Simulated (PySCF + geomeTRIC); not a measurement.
Calculation: TPSS-D3(BJ)/def2-SVP run with PySCF + geomeTRIC. fastk is a local helper that only speeds up exchange builds. No frequencies were computed at this level.

```python
import json, numpy as np
from pyscf import gto, dft
from fastk import lowrank_exchange
atoms = """
Zn     0.000000    -0.000000     0.000000
Cl    -0.916146    -1.930777     0.169522
Cl     0.916145     1.930777    -0.169522
"""
def scf(charge, spin, dm0=None):
    mol = gto.M(atom=atoms, basis='def2-svp', ecp={}, charge=charge, spin=spin, verbose=3, max_memory=3360)
    mf = dft.KS(mol, xc='tpss').density_fit(auxbasis="def2-universal-jkfit")
    mf.disp = 'd3bj'
    mf.grids.level = 3
    mf.conv_tol = 1e-8
    mf.max_cycle = 120
    mf.level_shift = 0.25
    mf.kernel(dm0)
    if not mf.converged:
        mf = mf.newton().run(mf.mo_coeff, mf.mo_occ).undo_soscf()
    return mf
mf = scf(0, 0)
from pyscf.geomopt.geometric_solver import kernel as optimize
path = []
done, mol = optimize(mf, maxsteps=120, assert_convergence=False, callback=lambda env: path.append((env["energy"], bool(env["g_scanner"].converged))))
res = dict(converged=bool(done and path[-1][1]), energy=path[-1][0], path=[e for e, c in path], xyz=mol.atom_coords(unit="Angstrom").tolist(), nao=mol.nao)
json.dump(res, open("result.json", "w"))
```

Output:

```
converged SCF energy = -2699.40541272627
Geometry optimization cycle 1
converged SCF energy = -2699.40541272571
cycle 1: E = -2699.40541273  dE = -2699.41  norm(grad) = 0.0157411
Geometry optimization cycle 2
converged SCF energy = -2699.40617993525
cycle 2: E = -2699.40617994  dE = -0.00076721  norm(grad) = 0.00560866
Geometry optimization cycle 3
converged SCF energy = -2699.40628283731
cycle 3: E = -2699.40628284  dE = -0.000102902  norm(grad) = 0.000557087
Geometry optimization cycle 4
converged SCF energy = -2699.40628376123
cycle 4: E = -2699.40628376  dE = -9.23918e-07  norm(grad) = 0.000101691
<class 'geometric.internal.Distance'> : 2
<class 'geometric.internal.LinearAngle'> : 2
<class 'geometric.internal.TranslationX'> : 1
<class 'geometric.internal.TranslationY'> : 1
<class 'geometric.internal.TranslationZ'> : 1
<class 'geometric.internal.RotationA'> : 1
<class 'geometric.internal.RotationB'> : 1
<class 'geometric.internal.RotationC'> : 1
Step    0 : Gradient = 9.088e-03/1.113e-02 (rms/max) Energy = -2699.4054127257
Step    1 : Displace = 2.163e-02/2.650e-02 (rms/max) Trust = 1.000e-01 (=) Grad = 3.238e-03/3.966e-03 (rms/max) E (change) = -2699.4061799353 (-7.672e-04) Quality = 1.375
Step    2 : Displace = 1.199e-02/1.469e-02 (rms/max) Trust = 1.414e-01 (+) Grad = 3.216e-04/3.939e-04 (rms/max) E (change) = -2699.4062828373 (-1.029e-04) Quality = 0.930
Step    3 : Displace = 1.013e-03/1.241e-03 (rms/max) Trust = 2.000e-01 (+) Grad = 5.871e-05/7.191e-05 (rms/max) E (change) = -2699.4062837612 (-9.239e-07) Quality = 0.770
Converged! =D
```

Cost: roughly 25 core-seconds.
